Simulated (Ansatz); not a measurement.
BFH3NSe (`NB(F)[SeH]`), 7 atoms. Total charge 0; spin multiplicity 1. Correlated methods include outer-core shells of Se, which these sets cover unevenly. Scalar relativity is left out up to krypton. All runs use 2 threads of an AMD EPYC 7R32 on a shared host. Correlated methods freeze the cores.

(1) Give the basis size and wall time and peak host memory of each of these runs in Ansatz. direct RPA on PBE orbitals/def2-TZVPP energy; RHF-CCSD(T)/def2-SVP energy; RKS PBE0-D4/def2-QZVPP energy; RKS B3LYP-D4/def2-TZVPP energy and forces; RKS PBE-QIDH (frozen core)/def2-TZVPP energy; RKS r2SCANh-D4/def2-TZVPP energy; RKS PBE0-D4/def2-SVP energy; RHF-CCSD(T)/def2-TZVPP energy; RKS PBE0-D4/def2-TZVP relaxation (5 steps); RKS ωB97M-V/def2-SVP energy; RHF-MP2/def2-QZVPP energy; RKS ωB97X-V/def2-TZVPP energy. (An estimate is asked.)

Results:

(1) Ansatz gave: Other jobs shared the machine, so times are rough.

| level | job | functions | wall time | peak host memory (GiB) |
| --- | --- | --- | --- | --- |
| RKS PBE0-D4/def2-SVP | energy | 89 | 1.3 s | 0.36 |
| RKS B3LYP-D4/def2-TZVPP | energy and forces | 183 | 3.8 s | 0.4 |
| direct RPA on PBE orbitals/def2-TZVPP | energy | 183 | 4 s | 0.36 |
| RKS ωB97M-V/def2-SVP | energy | 89 | 4.6 s | 0.36 |
| RKS r2SCANh-D4/def2-TZVPP | energy | 183 | 4.6 s | 0.42 |
| RHF-CCSD(T)/def2-SVP | energy | 89 | 4.7 s | 0.36 |
| RKS PBE-QIDH (frozen core)/def2-TZVPP | energy | 183 | 5 s | 0.41 |
| RKS PBE0-D4/def2-QZVPP | energy | 350 | 7 s | 0.97 |
| RKS ωB97X-V/def2-TZVPP | energy | 183 | 8.5 s | 0.51 |
| RHF-MP2/def2-QZVPP | energy | 350 | 18 s | 1.4 |
| RKS PBE0-D4/def2-TZVP | relaxation (5 steps) | 159 | 19 s | 0.36 |
| RHF-CCSD(T)/def2-TZVPP | energy | 183 | 76 s | 2 |

B3LYP here is the variant with VWN-RPA as its local correlation; programs differ in this.
